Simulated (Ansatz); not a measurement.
Calculation: frozen-core CCSD(T)/def2-TZVPP // CAM-B3LYP-D3(BJ)/def2-TZVP run with Ansatz (an electronic-structure program).

Ansatz 0.2 input:
```yaml
crystal:
  periodic: [false, false, false]
  atoms:
    - { symbol: I, position_ang: [2.103001, -0.19693, 0.002374] }
    - { symbol: B, position_ang: [-0.000397, -0.000192, -0.000974] }
    - { symbol: I, position_ang: [-0.879932, 1.920719, -0.002295] }
    - { symbol: I, position_ang: [-1.222671, -1.723597, 0.000895] }
basis:
  gaussian: { orbitals: def2-TZVPP }
correlation:
  method: ccsd_t
```

Output:

```
Functional definition: HF
1642 factors; integrals over basis functions are off by at most 9.1e-4 eV
mean field evaluation 1: about -24890.1147 eV, gradient 1.7e1 eV
mean field evaluation 2: about -24890.1574 eV, gradient 1.7e1 eV
mean field evaluation 4: about -24891.4141 eV, gradient 3.0e0 eV
mean field evaluation 8: about -24891.4627 eV, gradient 5.0e-4 eV
mean field evaluation 16: about -24891.3594 eV, gradient 3.0e0 eV
mean field -24891.46271462 eV, -914.7443827228 hartree, gradient 1.5e-6 eV, S^2 0.000000; 0 other end points of the search recorded, 0 dependent functions left out
13 core orbitals not correlated
reference -24891.46271462 eV, -914.7443827228 hartree; 27, 27 occupied and 141, 141 virtual orbitals, 1642 factors
second order -43.40060956 eV of doubles, -0.00000000 eV of singles
cycle   1  -39.70352405 eV  change     3.7e0 eV  update   1.4e-1
cycle   2  -40.73323930 eV  change    -1.0e0 eV  update   4.3e-2
cycle   3  -40.90266989 eV  change   -1.7e-1 eV  update   2.0e-2
cycle   4  -40.84246329 eV  change    6.0e-2 eV  update   6.9e-3
cycle   5  -40.83664521 eV  change    5.8e-3 eV  update   3.6e-3
cycle   6  -40.84099764 eV  change   -4.4e-3 eV  update   8.7e-4
cycle   7  -40.84019425 eV  change    8.0e-4 eV  update   2.5e-4
cycle   8  -40.83997988 eV  change    2.1e-4 eV  update   5.2e-5
cycle   9  -40.84005017 eV  change   -7.0e-5 eV  update   2.1e-5
cycle  10  -40.84005973 eV  change   -9.6e-6 eV  update   5.2e-6
perturbative correction -1.08655700 eV, -0.0399302332 hartree
Total energy: -24933.38933134 eV, -916.2851574685 hartree
```

Cost: about 6 core-minutes (a rough figure).
